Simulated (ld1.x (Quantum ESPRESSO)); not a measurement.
# Transferability test, RRKJ potential for Co (Z = 27)

```json
{"Element": "cobalt", "Generator": "ld1.x (Quantum ESPRESSO) 7.5", "Type": "norm-conserving RRKJ (Kleinman–Bylander form)", "Functional": "LDA (PZ)", "Relativity": "scalar-relativistic", "Frozen core": "[Ne]", "Valence charge": "17", "Reference configuration": "3s2 3p6 3d7 4s2 4p0", "Partial waves": "3p (bound): rc 0.92 bohr; 3d (bound): rc 1.40 bohr; 3s (bound): rc 0.80 bohr", "Local potential": "the s channel", "Core correction": "none", "rho0": "0.01"}
```

Occupied shells without a wave of their own: 4s. They enter only through the test configuration that unscreens the potential.

Energies are relative to the spin-unpolarised reference configuration 3s2 3p6 3d7 4s2 4p0; without spin polarisation the order of configurations can differ from experiment. Spin-polarised rows fill each open shell by Hund’s rule, majority spin first.

| valence configuration | charge | ΔE all-electron (eV) | error AE − PS (meV) |
| --- | --- | --- | --- |
| 3s2 3p6 3d7 4s1 4p0 | +1 | 9.296 | -83 |
| 3s2 3p6 3d7 4s0 4p0 | +2 | 26.380 | -208 |
| 3s2 3p6 3d6 4s0 4p0 | +3 | 62.569 | -336 |
| 3s2 3p6 3d5 4s0 4p0 | +4 | 118.220 | -309 |
| 3s2 3p6 3d6 4s2 4p1 | 0 | 9.772 | +46 |
| 3s2 3p6 3d7 4s2 4p0 (spin-polarised) | 0 | -1.983 | +157 |
| 3s2 3p6 3d7 4s1 4p0 (spin-polarised) | +1 | 6.717 | +79 |

Question: What are ΔE and the potential's error for 3s2 3p6 3d7.5 4s1.5 4p0?

Answer: ΔE = -0.980 eV all-electron; the error (AE − PS) is -24 meV.

Question: What are ΔE and the potential's error for 3s2 3p6 3d8 4s1 4p0?

Answer: ΔE = -1.239 eV all-electron; the error (AE − PS) is -39 meV.

The 4s level has no wave, so the channel is fitted at the deeper level alone: the likely source of the large errors.
